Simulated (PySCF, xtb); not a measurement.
Mo(O)2(OH) (HMoO3), SMILES [O]=[Mo+](=[O])[OH], charge +1, multiplicity 1.

GFN2-xTB in xtb 6.7.1 at its own geometry gives an orbital gap of 0.28 eV.

The structure is a stationary point at PBE0-D3(BJ)/def2-SVP. The spin state was assumed, not searched. The isomer is the one that the SMILES or the coordinates give; other isomers of the formula were not compared. The def2 effective core potentials stand for the cores of Mo; spin–orbit coupling is left out. One conformer was computed; it need not be the lowest.

**Question.** What does PySCF with CAM-B3LYP/def2-TZVPD give? (An estimate is asked for; the answer gives what the named calculation found.)

**Answer.** gap 7.45 eV (levels -17.16 and -9.70 eV).
